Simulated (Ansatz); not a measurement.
Born–Oppenheimer molecular dynamics of CH₅ClZn (8 atoms, charge 0, multiplicity 1). It starts at the highest image of a converged band. Of that band: Neighbouring images differ by up to 1.8 eV, so the band resolves the path poorly. A vibrational analysis at the climbing image gives one clearly imaginary mode, 1592i cm⁻¹: a first-order saddle point.

All numbers below come from Ansatz 0.2.0, UKS PBE0/def2-SVP.

| Quantity | Value |
| --- | --- |
| ensemble | NVE (velocity Verlet) |
| time step | 0.5 fs |
| steps asked | 200 |
| starting velocities drawn for | 100 K |
| seed | 4722 |

First frame:

```xyz
8
Properties=species:S:1:pos:R:3
Zn -0.636 -0.656 -0.769
H 0.350 -1.849 0.079
Cl -2.098 -0.621 -2.295
H 0.486 -0.786 0.387
C 0.377 0.729 0.509
H -0.461 1.239 1.014
H 0.847 1.419 -0.212
H 1.134 0.525 1.287
```

How far do the bonds stretch over the last three quarters of this one trajectory? (Pairs bonded in most of those frames.)


```
   bond  mean (Å)  spread (Å)  shortest  longest
Zn1–Cl3     2.138       0.055      2.06     2.25
 Zn1–C5     1.941       0.071      1.83     2.05
  H2–H4     0.766       0.040      0.71     0.82
  C5–H6     1.105       0.019      1.07     1.13
  C5–H7     1.104       0.021      1.07     1.14
  C5–H8     1.101       0.004      1.09     1.11
```

Mean temperature of the second half: 2071 K. The conserved energy stayed within 0.21 meV per atom of its start (net change -0.043 meV per atom), so the integration is sound. The system heated up, since it started high on the potential surface and ran downhill. A run of 0.1 ps of so small a system gives no equilibrium averages. The orbitals stay closed-shell, which can raise the energy where a bond breaks towards radicals; this wasn't checked here.

Run time: 3.4 min on 2 threads of AMD EPYC 9R45 96-Core Processor (Zen 5), on a shared host, peak memory 0.28 GiB.
